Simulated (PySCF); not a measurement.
## State search for CaGa

Unrestricted PBE0; PySCF, spin-free X2C with a Gaussian nucleus, basis sets Ca x2c-SVPall, Ga x2c-SVPall. Outer shells of the fragments: Ca 4s2; Ga 3d10 4s2 4p1.

Followed along the bond (rough minima from three points):

```csv
2Ms+1,unpaired,⟨S²⟩ at the start,R at minimum (Å),Te (eV)
2,π ↑,1.00,3.11,0.00
2,σ ↑,0.75,3.54,0.24
4,"σ ↑, π ↑↑",3.75,2.71,0.53
4,"σ ↑↑, π ↑",3.75,3.00,0.72
2,"σ ↓, π ↑↑",1.76,2.70,0.80
```

Solutions found at the starting distance of 2.795 Å, counted from the lowest of them; the search is not exhaustive and high or unbound solutions are not listed, so other states can lie among these:

```
2Ms+1       unpaired   term  E (eV)  ⟨S²⟩  ⟨Lz²⟩  μ (D)
    2            π ↑     ²Π    0.00  1.00   1.01  -2.24
    4      σ ↑, π ↑↑    ⁴Σ⁻    0.41  3.75   0.00  -4.87
    4      σ ↑↑, π ↑     ⁴Π    0.64  3.75   1.01  -3.63
    2            σ ↑    ²Σ⁺    0.67  0.75   0.00  -0.40
    2      σ ↓, π ↑↑  mixed    0.68  1.76   0.00  -3.65
    2      σ ↑, π ↑↓  mixed    0.75  1.76   2.02  -4.24
    2            σ ↑  mixed    1.31  0.76   2.01  -4.17
    4      σ ↑, π ↑↑  mixed    2.08  3.75   2.01  -1.06
    4  σ ↑, π ↑, δ ↑  mixed    2.16  3.75   5.00  -3.79
    4  σ ↑, π ↑, δ ↑  mixed    2.17  3.75   4.97  -3.79
```

A term symbol is given only where ⟨S²⟩ and ⟨Lz²⟩ are close to those of a pure state; real π, δ and φ orbitals otherwise mix terms. A positive dipole means Ca(−)Ga(+).

Question: Compare the gap between the two lowest followed solutions at the starting distance with the gap between their minima.

Answer: At PBE0 the second solution (doublet, unpaired electrons σ ↑) lies +0.67 eV from the first (doublet, unpaired electrons π ↑) at 2.795 Å and +0.24 eV at the minima; the two curves relax by different amounts, since their minima lie near 3.54 and 3.11 Å.

Spin–orbit coupling is left out.
